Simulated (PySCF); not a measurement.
Sn(Cl)2(NH2)2 (Cl2H4N2Sn), SMILES [NH2][Sn]([NH2])([Cl])[Cl].

Geometry: r2SCAN-D4/def2-SVP. The structure was generated by enumeration; whether it is a known compound was not checked. The def2 effective core potentials stand for the cores of Sn; spin–orbit coupling is left out. The values are those of a single conformer.

Two levels are set side by side: TDA-PBE/def2-SVPD (PySCF) and TDA-B3LYP/def2-SVPD (PySCF). Vertical, same geometry. The lowest singlet is HOMO−1→LUMO 94 % with PBE and HOMO−1→LUMO 94 % with the other functional; states are paired by order. Differences are taken from unrounded values.

```json
[
 {"quantity": "lowest singlet excitation (eV)", "TDA-B3LYP": "4.89"},
 {"quantity": "lowest triplet excitation (TDA) (eV)", "TDA-B3LYP": "4.15"},
 {"quantity": "first bright state (f over 0.05) (eV)", "TDA-B3LYP": "4.92"},
 {"quantity": "its oscillator strength", "TDA-B3LYP": "0.10"}
]
```

### Question
What does TDA-PBE give, and how far is it from TDA-B3LYP? (Estimate from the structure and the level; the computed values follow.)

### Answer

| quantity | TDA-PBE | TDA-PBE minus TDA-B3LYP |
|---|---|---|
| lowest singlet excitation (eV) | 4.31 | -0.58 |
| lowest triplet excitation (TDA) (eV) | 3.69 | -0.46 |
| first bright state (f over 0.05) (eV) | 4.35 | -0.57 |
| its oscillator strength | 0.07 | -0.03 |

Functionals without exact exchange tend to place singlet excitations lower, as here. Differences between two approximate levels are no errors against the true value.

Rough cost on one machine, each run with all the roots and properties that it gave: TDA-B3LYP against TDA-PBE about 2 times.
